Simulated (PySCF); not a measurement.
AlH₄, SMILES [AlH4-], charge -1. Geometry optimised at PBE-D3(BJ)/def2-TZVPD. The isomer is the one that the SMILES or the coordinates give; other isomers of the formula were not compared.

These are PySCF with PBE-D3(BJ)/def2-TZVPD values and carry that method's errors.

Harmonic wavenumbers (cm⁻¹): 729, 729, 736, 736, 736, 1606, 1606, 1606, 1680. Rotational constants (GHz): 68.66, 68.66, 68.66; symmetry number 12.

Work out the zero-point energy and the ideal-gas rigid-rotor harmonic-oscillator thermochemistry at 298.15 K and 1 atm.

ZPE = ½ Σ hcν = ½ × 10164 cm⁻¹ = 14.53 kcal/mol. H − E(el) = 17.22 kcal/mol. Entropy in cal/(mol K): translation 36.23, rotation 12.61, vibration 1.37, total 50.21. G − E(el) = 2.25 kcal/mol. Cp = 11.98 cal/(mol K).
